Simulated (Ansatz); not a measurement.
Geometry optimisation, RKS PBE0/cc-pVDZ in Ansatz.

Input file:

```yaml
crystal:
  periodic: [false, false, false]
  atoms:
    - { symbol: Si, position_ang: [0.0, 0.0, 0.0] }
    - { symbol: "N", position_ang: [0.0, 0.0, 1.82] }
    - { symbol: H, position_ang: [-0.877, -0.2713, 2.35] }
    - { symbol: H, position_ang: [0.877, 0.2713, 2.35] }
    - { symbol: H, position_ang: [1.3768, 0.0, -0.4862] }
    - { symbol: F, position_ang: [-0.7489, 1.2974, -0.5295] }
    - { symbol: O, position_ang: [-0.7913, -1.3709, -0.5594] }
    - { symbol: H, position_ang: [-1.2459, -1.8365, 0.2129] }
basis:
  gaussian: { orbitals: cc-pVDZ }
hamiltonian:
  xc: pbe0
relax:
  f_tol: 0.02
  max_steps: 40
```

Launched with:

```bash
$ ansatz run input.yaml --threads 1 --pin off --max-ram 2048MiB --backend cpu --events-out ev --progress --plain --runs-dir out
```

Question: Where does it end, and by what steps?

Answer: The run converged. After 13 steps the energy has fallen by 0.486 eV; H8 moved furthest, 0.45 Å.

```json
{"step": "0", "energy less start (eV)": "0.0000", "largest force component (eV/Å)": "3.299", "accepted": "yes"}
{"step": "1", "energy less start (eV)": "-0.3297", "largest force component (eV/Å)": "1.779", "accepted": "yes"}
{"step": "2", "energy less start (eV)": "-0.4294", "largest force component (eV/Å)": "0.451", "accepted": "yes"}
{"step": "3", "energy less start (eV)": "-0.4538", "largest force component (eV/Å)": "0.457", "accepted": "yes"}
{"step": "4", "energy less start (eV)": "-0.4537", "largest force component (eV/Å)": "0.690", "accepted": "no"}
{"step": "5", "energy less start (eV)": "-0.4668", "largest force component (eV/Å)": "0.236", "accepted": "yes"}
{"step": "6", "energy less start (eV)": "-0.4786", "largest force component (eV/Å)": "0.156", "accepted": "yes"}
{"step": "7", "energy less start (eV)": "-0.4714", "largest force component (eV/Å)": "0.853", "accepted": "no"}
{"step": "8", "energy less start (eV)": "-0.4825", "largest force component (eV/Å)": "0.098", "accepted": "yes"}
{"step": "9", "energy less start (eV)": "-0.4857", "largest force component (eV/Å)": "0.024", "accepted": "yes"}
{"step": "10", "energy less start (eV)": "-0.4856", "largest force component (eV/Å)": "0.079", "accepted": "no"}
{"step": "11", "energy less start (eV)": "-0.4861", "largest force component (eV/Å)": "0.021", "accepted": "yes"}
{"step": "12", "energy less start (eV)": "-0.4857", "largest force component (eV/Å)": "0.061", "accepted": "no"}
{"step": "13", "energy less start (eV)": "-0.4864", "largest force component (eV/Å)": "0.006", "accepted": "yes"}
```

```xyz
8
Properties=species:S:1:pos:R:3
Si -0.041 -0.046 0.109
N 0.042 -0.143 1.826
H -0.818 -0.023 2.356
H 0.797 0.363 2.280
H 1.348 -0.104 -0.421
F -0.704 1.340 -0.471
O -1.070 -1.222 -0.478
H -0.962 -2.076 -0.044
```

The run took 48 s on 1 thread of Arm Neoverse V1 (shared host), peak memory 0.15 GiB.
